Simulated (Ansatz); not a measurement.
In₅P₄Cl₃⁺, a halide-capped cluster cut from zinc blende InP (3 Cl on the cations). Charge 1, multiplicity 2. Geometry PBE-D4/def2-SVP, that of the neutral singlet; atoms count from 1.

```csv
atom,x (Å),y (Å),z (Å)
In1,-1.329,-1.602,-0.841
In2,1.211,-0.893,1.694
In3,1.182,1.208,-1.468
In4,-2.232,1.517,-0.984
In5,-0.033,2.129,1.605
P6,1.223,-1.230,-0.868
P7,-3.531,-0.450,-1.198
P8,0.605,0.791,3.451
P9,-0.376,3.189,-0.662
Cl10,-1.588,-3.921,-0.347
Cl11,2.142,-2.874,2.630
Cl12,2.727,2.137,-3.013
```

In the def2 sets In takes a core potential; there is no spin–orbit coupling. Single mean-field runs in def2-TZVP are fitted with def2-universal-jkfit. The charge 1 doublet is spin-contaminated (final ⟨S²⟩ up to 0.84, 0.75 for a pure state).

**Question.** Estimate the Mulliken populations from the PBE0/def2-TZVP orbitals of Ansatz.

**Answer.** 
```csv
atom,charge (e),spin (α − β)
In1,0.51,-0.03
In2,0.53,-0.01
In3,0.50,0.01
In4,0.45,-0.08
In5,0.47,-0.08
P6,-0.17,-0.01
P7,-0.11,0.59
P8,-0.11,0.62
P9,-0.17,-0.02
Cl10,-0.31,0.01
Cl11,-0.30,0.01
Cl12,-0.29,0.00
```
Mulliken values and Mayer orders depend strongly on the basis.

**Question.** Where does the spin sit?

**Answer.** Summed by element: In -0.19, P 1.18, Cl 0.01, of 1 unpaired in all. Largest on single atoms: P8 0.62, P7 0.59, In5 -0.08.

**Question.** And the Mayer bond orders between bonded heavy atoms (over 0.3)?

**Answer.** In1–P6 0.85 (2.58 Å); In1–P7 0.92 (2.51 Å); In1–Cl10 1.02 (2.39 Å); In2–P6 0.84 (2.58 Å); In2–P8 0.91 (2.51 Å); In2–Cl11 1.02 (2.38 Å); In3–P6 0.97 (2.51 Å); In3–P9 0.73 (2.65 Å); In3–Cl12 1.05 (2.37 Å); In4–P7 1.30 (2.37 Å); In4–P9 0.95 (2.52 Å); In5–P8 1.28 (2.37 Å); In5–P9 0.94 (2.53 Å).
